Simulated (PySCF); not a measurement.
**Relaxation of singlet LaH₃**

Computed with PBE0/[La x2c-TZVPall, H x2c-TZVPall], spin-free X2C, density fitting, no spin–orbit coupling, PySCF. A (50,194) grid was used.

A start displaced from a saddle point along its imaginary mode, of C3v symmetry, held to at least that symmetry:

```xyz
4
charge 0 multiplicity 1, angstrom
La    0.0000    0.0000   -0.0026
H     2.1053    0.0000    0.1200
H    -1.0526    1.8232    0.1200
H    -1.0527   -1.8232    0.1200
```

Problem. What does it relax to?

Solution. It ends at C3v with La–H 2.094 Å (×3); H–La–H 112.7° (×3). A frequency run shows a minimum. Other isomers or separated fragments may lie lower.

Problem. How much energy is released, and in how many steps?

Solution. 5.8 kJ/mol in 6 steps.

The relaxation took of the order of 80 core-seconds on a shared host.
